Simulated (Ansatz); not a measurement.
`N[SiH]1BO1` + H₂Se → `[SeH][SiH]1BO1` + NH₃ at 400 K and 1 bar (ligand exchange at the Si–N bond).

Isolated molecules relaxed with PBE0-D4/def2-TZVP in Ansatz; ΔE leaves out vibrations. CCSD(T)/CBS adds triple-zeta CCSD(T) − MP2 to the extrapolated MP2 energy (def2 sets, frozen cores). This one scheme is used for every species. For Se outer-core shells are correlated without core-valence functions, which leaves a few kJ/mol of doubt a bond. Scalar relativity is left out up to krypton. One conformer a species, not always the lowest.

```
         species  CCSD(T)/CBS energy (Eh)  H − E (kJ/mol)  S (J/(mol·K))
    `N[SiH]1BO1`               -446.20721           161.4          325.9
            H₂Se              -2401.89790            49.4          229.5
`[SeH][SiH]1BO1`              -2791.59801           115.3          350.1
             NH₃                -56.50880           104.2          203.1
```

H − E and S are ideal-gas, rigid-rotor, harmonic terms from PBE0-D4/def2-TZVP, for one conformer and one mirror image of each species. 1 Eh = 2625.50 kJ/mol, R = 8.31446 J/(mol·K).

Q: By hand: ΔE, ΔH, ΔS and ΔG.

A: ΔE = (-2791.59801) + (-56.50880) − (-446.20721) − (-2401.89790) = -0.00170 Eh = -4.5 kJ/mol. Δ(H − E) = 115.3 + 104.2 − 161.4 − 49.4 = 8.7, so ΔH = 4.2 kJ/mol. ΔS = 350.1 + 203.1 − 325.9 − 229.5 = -2.2 J/(mol·K). ΔG = 4.2 − 400 × (-2.2)/1000 = 5.1 kJ/mol.

Q: By hand: the equilibrium constant, and the temperature at which ΔG would vanish if ΔH and ΔS stayed fixed.

A: log₁₀ K = −ΔG/(RT ln 10) = -0.7. ΔH and −TΔS have one sign here, so there is no such temperature.

The number of gas molecules stays the same, so ΔS is small and ΔH decides. The sign of ΔG lies within the doubt. A doubt of 5 kJ/mol in ΔE shifts log₁₀ K by 0.7 here. Other conformers and mirror images would add mixing entropy, several J/(mol·K) or more a flexible species. These are equilibria of isolated gas molecules and say nothing of rates. Largest T1 diagnostic: 0.015 (customary marks: 0.02 for closed shells, 0.045 for open ones).

ΔS is within the doubt of such terms, so its sign, and with it that verdict, could turn.
